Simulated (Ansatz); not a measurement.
Consider the ligand exchange at the Si–O bond: `[CH3][AlH][O][SiH](F)F` + `[OH][GeH3]` → `F[SiH](F)[O][GeH3]` + `[CH3][AlH][OH]`.

Isolated molecules relaxed with PBE0-D4/def2-TZVP in Ansatz; ΔE leaves out vibrations. CBS: MP2 limit from def2 TZ/QZ plus the TZ coupled-cluster correction, frozen cores. Functionals use def2-TZVPP. B3LYP here is the variant with VWN-RPA as its local correlation; programs differ in this. For Ge outer-core shells are correlated without core-valence functions, which leaves a few kJ/mol of doubt a bond. Scalar relativity is left out up to krypton. Each species was taken in one conformer, which may not be the lowest.

`[CH3][AlH][O][SiH](F)F`:

Cartesian coordinates in Å:
```
C 2.177 0.853 -0.116
Al 0.832 -0.468 -0.563
O -0.739 -0.246 0.053
Si -2.271 -0.371 0.462
F -2.459 -1.535 1.521
F -3.152 -0.760 -0.797
H 2.228 1.622 -0.895
H 1.958 1.362 0.826
H 3.174 0.408 -0.047
H 1.059 -1.736 -1.477
H -2.806 0.871 1.033
```

`[OH][GeH3]`:

```xyz
6

O     0.883   -0.752    0.733
Ge   -0.179    0.371   -0.155
H     0.659   -1.672    0.581
H     0.341    1.761    0.220
H    -1.641    0.176    0.292
H    -0.063    0.116   -1.671
```

`F[SiH](F)[O][GeH3]`:

```xyz
9

F     1.483    1.787   -0.474
Si    1.131    0.792    0.710
F     2.221   -0.359    0.639
O    -0.339    0.193    0.533
Ge   -1.261   -0.796   -0.637
H     1.259    1.499    1.987
H    -2.644   -0.142   -0.719
H    -0.524   -0.761   -1.983
H    -1.326   -2.212   -0.055
```

`[CH3][AlH][OH]`:

Cartesian coordinates in Å:
```
C -0.934 -0.849 -0.118
Al 0.411 0.545 -0.248
O 1.440 0.773 1.087
H -1.942 -0.427 -0.174
H -0.854 -1.406 0.818
H -0.849 -1.559 -0.946
H 0.605 1.481 -1.517
H 2.123 1.441 1.099
```

```csv
level,ΔE (kJ/mol)
B3LYP,8.4
MP2/CBS(def2),6.8
```

(1) What does CCSD(T)/CBS give? (Estimate.)

Largest T1 diagnostic among the species: 0.012.

Results:

(1) Computed: +7.3 kJ/mol. The listed levels differ from it by 1.1, -0.5 kJ/mol.

In def2-TZVPP, CCSD(T) changes the Hartree–Fock value by −3.5 kJ/mol (the triples alone add −0.6 kJ/mol) and MP2 by −4.0 kJ/mol.
